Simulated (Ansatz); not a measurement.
A trace of molecular dynamics of ClH₅OSi₂ (9 atoms, charge 0, multiplicity 1).

The calculation used RKS r2SCAN-D4/def2-SVP in Ansatz 0.2.0.

```json
{
 "ensemble": "NVE (velocity Verlet)",
 "starting velocities drawn for": "100 K",
 "seed": "12098"
}
```

```
time (fs)  T (K)  potential energy less start (eV)  conserved less start (meV/atom)
      0.0    100                             0.000                             0.00
      3.0     92                             0.008                             0.02
      6.0    135                            -0.031                             0.02
      9.0    244                            -0.130                             0.00
     12.0    424                            -0.293                             0.00
     15.0    598                            -0.451                            -0.05
     18.0    662                            -0.509                            -0.06
     21.0    636                            -0.485                             0.02
     24.0    648                            -0.496                            -0.01
     27.0    729                            -0.570                            -0.05
     30.0    743                            -0.582                            -0.02
     33.0    634                            -0.483                             0.01
     36.0    615                            -0.466                            -0.04
     39.0    617                            -0.468                             0.02
     42.0    651                            -0.499                            -0.01
     45.0    669                            -0.515                            -0.07
     48.0    548                            -0.405                             0.00
     51.0    396                            -0.268                             0.01
     54.0    331                            -0.209                            -0.01
     57.0    388                            -0.260                             0.00
     60.0    461                            -0.327                            -0.01
     63.0    500                            -0.362                            -0.06
     66.0    449                            -0.316                            -0.01
     69.0    351                            -0.227                             0.02
     72.0    328                            -0.207                            -0.04
     75.0    336                            -0.214                            -0.01
```

Problem. Is this trajectory sound?

Solution. The conserved energy stayed within 0.078 meV per atom of its start (net change -0.0032 meV per atom), so the integration is sound. The kinetic energy rose, since the run started high on the potential surface and went downhill. It ends in pieces (ClHSi + H4OSi), so much of that is their flight and rotation, not heat. A run of 0.077 ps of so small a system gives no equilibrium averages. The orbitals stay closed-shell, which can raise the energy where a bond breaks towards radicals; this wasn't checked here. The time step was 0.5 fs.

Time of the run: 7.1 min on 2 threads of AMD EPYC 7R43 64-Core Processor (Zen 3) (shared host), peak memory 0.16 GiB.
